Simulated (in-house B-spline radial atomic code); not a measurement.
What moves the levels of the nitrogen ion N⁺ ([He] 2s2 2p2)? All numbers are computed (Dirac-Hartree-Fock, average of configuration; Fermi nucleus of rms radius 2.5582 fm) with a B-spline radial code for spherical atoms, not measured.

Baseline run (computed): total energy -53.8793 hartree, 1s1/2 at -16.30618 hartree, 2p3/2 at -29.154 eV with <r> = 1.256 bohr.

Scaling the speed of light c (a factor of 100 is close to the non-relativistic limit):

```tsv
c/c0	ΔE (hartree)	2p3/2 level (eV)	2p3/2 <r> (bohr)
0.9	-0.0074735	-29.1508	1.256
0.98	-0.0013134	-29.1534	1.256
1.02	0.0012368	-29.1544	1.256
3	0.028281	-29.1658	1.256
100	0.031808	-29.1673	1.256
```

(1) The nuclear charge is raised by 0.1. What does the Hellmann-Feynman theorem predict for the energy, and what is found?

Results:

(1) dE/dZ ≈ -Σ<1/r>, which is -17.7154 at the start and -18.0176 at the end; their mean times 0.1 is -1.7866 hartree, and the two runs differ by -1.7866 hartree.
